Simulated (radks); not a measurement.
Q: Neutral lanthanum, 57 electrons, occupied as [Xe] 6s1 6p2 (not the ground configuration). Method: Dirac Kohn-Sham, PBE, spin-unpolarised, spherical densities, point nucleus; open shells fill j = l - 1/2 first; computed with a radial shooting solver on a logarithmic mesh with Libxc functionals. Some entries of the table are withheld. Estimate them.

orbital  occ.  eigenvalue (eV)  <r^2> (bohr^2)  <r> (bohr)
1s1/2       2        -38723.68       0.0008536     0.02507
2s1/2       2        -6165.303         0.01356      0.1070
2p1/2       2        -5814.438        0.009960     0.08991
2p3/2       4        -5401.310         0.01123     0.09601
3s1/2       2        -1321.860             (1)      0.2848
3p1/2       2              (2)         0.08769      0.2747
3p3/2       4              (3)         0.09532      0.2867
3d3/2       4        -834.6859         0.07845      0.2577
3d5/2       6        -817.4602         0.08063      0.2615
4s1/2       2        -270.1129          0.4829      0.6541
4p1/2       2        -215.7193          0.5176      0.6746
4p3/2       4        -198.5896          0.5595      0.7015
4d3/2       4        -109.4558             (4)      0.7620
4d5/2       6        -106.4820             (5)      0.7716
5s1/2       2         -42.6488           2.688       1.548
5p1/2       2         -27.7378           3.373       1.728
5p3/2       4         -25.1557           3.674       1.803
6s1/2       1          -5.2527           19.12       4.126
6p1/2       2          -2.6475             (6)         (7)
6p3/2       0          -2.4096             (8)         (9)

A: 
(1) 3s1/2 <r^2> (bohr^2): 0.09283
(2) 3p1/2 eigenvalue (eV): -1174.015
(3) 3p3/2 eigenvalue (eV): -1093.494
(4) 4d3/2 <r^2> (bohr^2): 0.6735
(5) 4d5/2 <r^2> (bohr^2): 0.6905
(6) 6p1/2 <r^2> (bohr^2): 29.55
(7) 6p1/2 <r> (bohr): 5.115
(8) 6p3/2 <r^2> (bohr^2): 32.02
(9) 6p3/2 <r> (bohr): 5.325
